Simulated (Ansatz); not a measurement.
Molecule: PbCl, charge 0, multiplicity 2. SMILES: [Cl][Pb]
Structure (B3LYP-D3(BJ)/def2-TZVP (Ansatz, a program for electronic structure) minimum search):
```xyz
2

Pb     0.0000     0.0000    -0.4277
Cl     0.0000     0.0000     2.0631
```
Charge 0, spin multiplicity 2.

Parts of the frozen-core correlation energy in def2-SVP (Ansatz, hartree). Frozen orbitals: 14; correlated occupied orbitals by spin: 6 and 5; virtual: 24 and 25. UHF or UKS for open shells. No spin-orbit coupling. In def2 rows, elements after Kr have scalar-relativistic effective core potentials.

| term | value |
|---|---|
| reference (HF) | -651.23727 |
| MP2 opposite-spin | (withheld) |
| MP2 same-spin | (withheld) |
| CCSD correlation | -0.19184 |
| (T) | (withheld) |
| CCSDT minus CCSD(T) | -0.00060 |
| T1 diagnostic | 0.017 |
| largest doubles amplitude | 0.059 |
| <S^2> of the reference | 0.758 |

Q: Fill in the missing entries.

A: 
- MP2 opposite-spin, value: -0.12736
- MP2 same-spin, value: -0.04400
- (T), value: -0.00451
